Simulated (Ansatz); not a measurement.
Compare A (`CSC([SiH3])S`) with its isomer B (`C[SiH2]CSS`).

Program: Ansatz. Geometries: PBE0-D4/def2-TZVP. ΔE: electronic, gas phase. CCSD(T)/CBS adds triple-zeta CCSD(T) − MP2 to the extrapolated MP2 energy (def2 sets, frozen cores). Functionals use def2-TZVPP. B3LYP here is the variant with VWN-RPA as its local correlation; programs differ in this. One conformer a species, not always the lowest.

(1) Which is lower in electronic energy at CCSD(T)/CBS, and by how much? (Estimate.)

(2) Give E(B) − E(A) in kcal/mol with B3LYP, B2PLYP, CCSD/def2-TZVPP, CCSD(T)/def2-TZVPP, HF/def2-TZVPP, PBE0-D4, MP2/def2-TZVPP. (Best estimate.)

Largest T1 diagnostic: 0.011.

## Answers

(1) The calculation gave: B, by 16.9 kcal/mol.

(2) The calculation gave: B3LYP -19.0, B2PLYP -17.8, CCSD/def2-TZVPP -16.7, CCSD(T)/def2-TZVPP -16.3, HF/def2-TZVPP -18.0, PBE0-D4 -18.3, MP2/def2-TZVPP -15.8. None reverses the order clearly.

In def2-TZVPP, CCSD(T) changes the Hartree–Fock value by +1.7 kcal/mol (the triples alone add +0.4 kcal/mol) and MP2 by +2.1 kcal/mol.
